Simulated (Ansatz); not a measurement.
`CS[SiH2]I` + H₂ → `CS[SiH3]` + HI at 700 K and 1 bar (hydrogenolysis of the Si–I bond).

Program: Ansatz. Geometries: PBE0-D4/def2-TZVP. ΔE: electronic, gas phase. CCSD(T)/CBS is the MP2 limit (def2-TZVPP, def2-QZVPP) plus CCSD(T) − MP2 in def2-TZVPP, frozen cores. This one scheme is used for every species. Elements past krypton have def2 core potentials. For I outer-core shells are correlated without core-valence functions, which leaves a few kJ/mol of doubt a bond. One conformer a species, not always the lowest.

```
    species  CCSD(T)/CBS energy (Eh)  H − E (kJ/mol)  S (J/(mol·K))
`CS[SiH2]I`              -1025.41950           221.3          466.4
         H₂                 -1.17544            46.8          155.3
 `CS[SiH3]`               -728.52947           230.7          406.0
         HI               -298.03592            34.6          231.7
```

H − E and S are ideal-gas, rigid-rotor, harmonic terms from PBE0-D4/def2-TZVP, for one conformer and one mirror image of each species. The MP2-based limit puts H₂ 0.8 mEh under its directly extrapolated value; such offsets cancel only in part. 1 Eh = 2625.50 kJ/mol, R = 8.31446 J/(mol·K).

**Question.** By hand: ΔE, ΔH, ΔS and ΔG.

**Answer.** ΔE = (-728.52947) + (-298.03592) − (-1025.41950) − (-1.17544) = 0.02955 Eh = 77.6 kJ/mol. Δ(H − E) = 230.7 + 34.6 − 221.3 − 46.8 = -2.8, so ΔH = 74.8 kJ/mol. ΔS = 406.0 + 231.7 − 466.4 − 155.3 = 16.0 J/(mol·K). ΔG = 74.8 − 700 × (16.0)/1000 = 63.6 kJ/mol.

**Question.** By hand: the equilibrium constant, and the temperature at which ΔG would vanish if ΔH and ΔS stayed fixed.

**Answer.** log₁₀ K = −ΔG/(RT ln 10) = -4.7. ΔG = 0 at ΔH/ΔS = 4675 K, far beyond where these terms or the molecules hold.

ΔH outweighs TΔS. A doubt of 5 kJ/mol in ΔE shifts log₁₀ K by 0.4 here. Other conformers and mirror images would add mixing entropy, several J/(mol·K) or more a flexible species. These are equilibria of isolated gas molecules and say nothing of rates. Largest T1 diagnostic: 0.010 (customary marks: 0.02 for closed shells, 0.045 for open ones).
